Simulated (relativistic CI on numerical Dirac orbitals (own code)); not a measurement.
## One change at a time: Kr⁴⁺

Base calculation: Dirac-Coulomb-Breit CI, separate exchange-only KLI orbitals for each configuration, a model potential for QED, valence Slater integrals scaled by 0.85, P86 correlation energy added to each configuration.

Configurations in the expansion (outside the closed core [Ar] 3d10): 4s2.4p2, 4s.4p3, 4s2.4p.4d, 4p4, 4s.4p2.4d, 4s2.4p.4f, 4s2.4p.5s, 4s.4p2.4f, 4s2.4p.5p, 4s2.4p.5d, 4s2.4p.6s, 4p3.4d, 4s2.4p.6p, 4s.4p2.5s, 4s2.4p.5f, 4s2.4p.5g, 4s.4p.4d2, 4s2.4p.6d, 4s2.4p.7s, 4s2.4d.4f, 4s2.4p.7p, 4s.4p2.5p, 4s2.4p.6f, 4s.4p2.5d, 4p3.4f, 4s.4p2.6s, 4s2.4d.5p, 4s.4p2.6p, 4s.4p.5p2, 4s2.4d2, 4s.4d3, 4s.4d2.4f, 4p2.4d2, 4p.4d3, 4p.4d2.4f, 4p.4d2.5s, 4s2.4f2, 4s.4d.4f2, 4s.4f3, 4p2.4f2, 4p.4d.4f2, 4p.4f3, 4p.4f2.5s, 4s2.4d.5s, 4s.4d2.5s, 4s.4d.4f.5s, 4s.4p.5s.5p, 4s.4d.5s.5p, 4p.4d.5s.5p, 4s.4f.5s.5p, 4s.5s2.5p, 4p.4f.5s.5p, 4s.4p.4d.4f. Double excitations out of closed p, d and f shells are left out; levels of such configurations are missing from the list, as are those of other unlisted configurations, and high levels can miss mixing partners. These lack a partner that the ground configuration has and come out too high: 4s.4p2.5p, 4s.4p2.5d, 4s.4p2.6s, 4s.4p2.6p, 4s2.4p.5p.

Variants: (1) no correlation estimate; (2) valence Slater integrals scaled by 0.75; (3) Breit term removed; (4) configuration mixing switched off. Shifts of the energy above 4s2.4p2 3P_0, in cm⁻¹, for the lowest level and the first level of each name with at least 55 % of one term (blank where a level changes its place among those of its configuration and J or its character, or is not in the variant):

```tsv
Level	Base	Δ(1)	Δ(2)	Δ(3)	Δ(4)	Measured
4s2.4p2 3P_0	0.0	0.0	0.0	0.0	0.0	0.0
4s2.4p2 3P_1	3668.2	-0.7	+144.5	+92.3	+19.7	3742.9
4s2.4p2 3P_2	7429.3	-3.3	+24.6	+152.1	+196.1	7595.3
4s2.4p2 1D_2	19347.5	-23.0	-1020.6	+197.3	+1159.0	19722.9
4s2.4p2 1S_0	37716.5	-9.4	-2969.9	+210.5	+2941.0	39203.9
4s.4p3 5S°_2	98335.5	-444.5	+4429.3	+83.4	-7221.9	
4s.4p3 3D°_1	130466.9	-614.3	+1467.0	+104.8	+4697.9	129658.2
4s.4p3 3D°_2	130571.3	-611.6	+1438.8	+108.9	+4554.0	129779.3
4s.4p3 3D°_3	131824.7	-610.5	+1515.9	+159.6	+4693.4	131016.4
4s.4p3 3P°_0	147445.0	-594.9	-393.6	+148.2	+2080.5	147925.3
4s.4p3 3P°_1	147833.0	-599.4	-341.1	+169.3	+2303.2	148286.8
4s.4p3 3P°_2	148303.7	-620.0	-226.2	+189.1	+2793.1	148668.4
4s.4p3 1D°_2	165045.6	-1069.2	-145.8	+245.3	+21401.6	163387.2
4s.4p3 3S°_1	186017.5	-541.7	-5130.3	+118.6	+3591.4	185063.5
4s2.4p.4d 3F°_2	192865.7	-2017.1	+633.9	+262.0	-2194.4	190279.0
4s.4p3 1P°_1	194569.2	-660.5	-5093.4	+259.2	+6767.7	194041.1
4s2.4p.4d 3F°_3	195466.5	-2029.4	+682.4	+326.8	-1347.6	192949.0
4s2.4p.4d 3F°_4	199500.1	-2031.3	+762.7	+428.9	-1163.0	
4s2.4p.4d 3P°_0	218588.3	-1935.4	-1847.6	+373.7	-4842.0	216420.3
4s2.4p.4d 3D°_3	221251.8	-1942.0	-2301.9	+382.8	-6028.2	219381.6
4s2.4p.4d 3D°_2	221478.4	-1912.4	-2254.4	+396.2	-6141.6	219823.3
4s2.4p.4d 1F°_3	235791.9	-2104.3	-3627.7	+399.7	+3966.0	234120.9
```

At this charge configurations can still be misplaced by up to about 7 % of their energy. 31 of the 41 excited levels that our extract of the measured tables holds in this range could be paired (the sources list more); they are missed by 5108 cm⁻¹ on average and 43895 at most, and levels without a partner can miss by more.

Measured levels: Saloman, J. Phys. Chem. Ref. Data 36, 215 (2007).

Ionisation energy from the two ground configurations alone: base 64.58 eV; no correlation estimate 63.38 eV; valence Slater integrals scaled by 0.75 64.5 eV; Breit term removed 64.61 eV. The NIST ASD value (semi-empirical) is 64.69 eV.

LS names give the leading component of a level, which can be under half, so a name can repeat, a term be missing and a line seem to break the LS rules.
